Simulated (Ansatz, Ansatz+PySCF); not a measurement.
```
atom    x (Å)    y (Å)   z (Å)
   C   1.3949   0.0000  0.0000
   C   0.6975   1.2081  0.0000
   C  -0.6975   1.2081  0.0000
   C  -1.3949   0.0000  0.0000
   C  -0.6975  -1.2081  0.0000
   C   0.6975  -1.2081  0.0000
   H   2.4880   0.0000  0.0000
   H   1.2440   2.1546  0.0000
   H  -1.2440   2.1546  0.0000
   H  -2.4880   0.0000  0.0000
   H  -1.2440  -2.1546  0.0000
   H   1.2440  -2.1546  0.0000
```

Basis set: def2-SVP (spherical functions). Frozen core: 6 orbitals. Charge 0, multiplicity 1.

Computed with Ansatz (development build ahead of 0.2.0); each method stands on the lowest determinant of its kind that the runs found. Restricted open shells among the atoms or ions are ROHF, correlated in semicanonical orbitals with singles. Restricted functionals stand beside restricted open-shell atoms, which can lie above the unrestricted atoms usual in DFT and then raise those values.

The atomization energy at this shape (free ground-state atoms in the same class of orbitals less the molecule, no zero-point energy) of singlet C₆H₆:

```tsv
method	atomization energy
ωB97X (restricted)	1391.38 kcal/mol
ωB97X (unrestricted)	1381.39 kcal/mol
r²SCAN (restricted)	1402.17 kcal/mol
r²SCAN (unrestricted)	1391.52 kcal/mol
PBE0 (unrestricted)	1403.36 kcal/mol
PBE (unrestricted)	1426.90 kcal/mol
PBE (restricted)	1431.58 kcal/mol
RHF-MP2	1349.49 kcal/mol
UHF-MP2	1329.20 kcal/mol
UHF	1048.84 kcal/mol
RHF	1062.17 kcal/mol
```

Problem. What does PBE0 (restricted) give?

Solution. 1409.47 kcal/mol. Caution for UHF-MP2: another reference gives a lower total. Caution for UHF-MP2, UHF: the determinant breaks the point group; the unrestricted determinant is spin contaminated.
